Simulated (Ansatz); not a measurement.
Frontier orbitals of CH4Cl2InN (`C[NH][In]([Cl])[Cl]`).

Z-matrix (Å, degrees):
```
C
N 1 1.449
H 1 1.097 2 113.4
H 1 1.096 2 110.7 3 -121.5
H 1 1.092 2 110.2 3 120.3
In 2 1.987 1 124.9 3 -96.4
H 2 1.008 1 113.8 3 59.1
Cl 6 2.307 2 122.3 1 170.0
Cl 6 2.311 2 119.3 1 -15.6
```

The species carries charge 0 and has multiplicity 1. Correlated methods include outer-core shells of In, which these sets cover unevenly. In: def2 effective core potential. Geometry: relaxed with PBE0-D4/def2-TZVP. It is one conformer, not always the lowest. Basis def2-TZVPP, Ansatz.

```
functional  HOMO (eV)  LUMO (eV)  gap (eV)
       PBE      -5.88      -2.87      3.01
    r2SCAN      -6.14      -2.67      3.47
    B97M-V      -6.20      -2.74      3.46
      PBE0      -7.18      -1.99      5.19
   r2SCAN0      -7.37      -1.87      5.50
   LC-ωPBE      -9.95       0.27     10.22
   ωB97M-V      -9.49      -0.07      9.42
```

Against PBE, PBE0 changes HOMO and LUMO by −1.30 and +0.88 eV, ωB97M-V by −3.61 and +2.80 eV. A gap of 3.01 eV thus becomes 9.42 eV for the same molecule, so an orbital gap means little without its functional.

LC-ωPBE has ω = 0.4 bohr⁻¹.
